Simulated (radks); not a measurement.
Ionisation ladder of rubidium, from Rb VII to Rb IX. Each ion is in the ground configuration listed by NIST, and IE = E(next ion) - E(this ion). Method: scalar-relativistic Kohn-Sham, r2SCAN, spin-unpolarised, spherical densities, finite nucleus; meta-GGA in the generalised Kohn-Sham scheme; Fermi nuclear charge, rms radius 4.2036 fm; computed with a radial shooting solver on a logarithmic mesh with Libxc functionals.

species,configuration,E (hartree),"IE, Delta-SCF (eV)",-e(HOMO) (eV),HOMO,<r> HOMO (bohr),"IE, NIST (eV)",kind,error (eV)
Rb VII,[Ar] 3d10 4s2 4p1,-2971.49159,97.483,89.976,4p,1.42,98.67,semi-emp.,-1.187
Rb VIII,[Ar] 3d10 4s2,-2967.90916,133.96,125.77,4s,1.28,132.8,semi-emp.,+1.2
Rb IX,[Ar] 3d10 4s1,-2962.98632,149.98,142.10,4s,1.25,150.63,exp.,-0.7

Reference values: NIST Atomic Spectra Database (exp. = measured, semi-emp. = semi-empirical, theory = theoretical value adopted there). The ionisation energy per charge of the ion left behind rises most, in proportion, at Rb VIII ([Ar] 3d10 4s2), from 13.926 to 16.745 eV. Against the entries that are not theoretical the mean signed error is -0.3 % and the largest -1.2 %. Spin polarisation and multiplet splitting are left out, so open shells lie too high by an amount that depends on their filling.

Beside tabulated values, note that spin-unpolarised runs miss the spin-polarisation part of the exchange energy of open shells.
